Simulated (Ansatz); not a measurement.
A nudged elastic band was laid between two geometries of CH$_{8}$BNO (12 atoms, charge 0, multiplicity 1).

The calculation used Ansatz, RKS B3LYP-D4/6-31G*.

```json
{
  "movable images": "3",
  "climbing image": "yes",
  "spring": "5.0 eV/Å²",
  "optimiser": "quadratic models (default)",
  "start path": "through a guess of the saddle point",
  "force threshold": "0.03 eV/Å",
  "iteration limit": "60",
  "end points": "relaxed"
}
```

Image 0:

```xyz
12
Properties=species:S:1:pos:R:3
B 0.254 0.183 0.347
O -0.972 -0.211 0.987
H -1.662 -0.347 0.326
H 1.254 -0.261 0.880
H 0.271 0.157 -0.872
N 0.411 1.848 0.687
H 1.321 2.167 0.352
C -0.681 2.684 0.141
H -1.620 2.270 0.510
H -0.590 3.733 0.440
H -0.660 2.604 -0.948
H 0.426 1.920 1.705
```

Image 4:

```xyz
12
Properties=species:S:1:pos:R:3
B 1.058 0.556 -0.422
O -1.452 0.723 2.357
H -2.195 0.197 2.027
H 1.988 -0.027 0.052
H 0.531 0.207 -1.439
N 0.553 1.668 0.249
H 1.016 1.989 1.094
C -0.536 2.545 -0.176
H -0.966 2.148 -1.099
H -1.313 2.587 0.594
H -0.173 3.561 -0.372
H -0.757 0.593 1.690
```

What changes between the two ends?

Bonds broken: B1–O2, N6–H12. Bonds formed: O2–H12. CH8BNO becomes CH6BN + H2O.

Give the energies along the band, and the barrier.

The forces met the threshold. The highest image is number 2 of 0 to 4, 1.14 eV above the first end and 0.58 eV above the last; the last end lies 0.56 eV above the first. Another band between the same ends (9 images) ends at a top of the same energy, where a vibrational analysis finds 1 clearly imaginary mode. So few images can step over the top or miss a turn of the path. The orbitals stay closed-shell, which can raise the energy where a bond breaks towards radicals; this wasn't checked here.

```csv
image,path coordinate (Å),energy (eV),B1–O2 (Å),N6–H12 (Å),O2–H12 (Å)
0,0.00,0.00,1.44,1.02,2.65
1,1.35,0.06,1.44,1.02,2.32
2,2.70,1.14,1.65,1.41,1.16
3,4.49,0.61,3.09,2.27,0.97
4,6.29,0.56,3.75,2.22,0.97
```

What is the geometry of the highest image?


```xyz
12
Properties=species:S:1:pos:R:3
B 0.414 0.384 0.226
O -0.541 -0.228 1.421
H -1.369 -0.573 1.050
H 1.534 -0.004 0.407
H -0.099 0.154 -0.840
N 0.141 1.836 0.740
H 0.938 2.256 1.213
C -0.528 2.812 -0.124
H -1.420 2.351 -0.559
H -0.840 3.693 0.448
H 0.112 3.143 -0.952
H -0.590 0.924 1.526
```

The run took 2.6 min on 1 thread of Arm Neoverse V1 (shared host), peak memory 0.15 GiB.
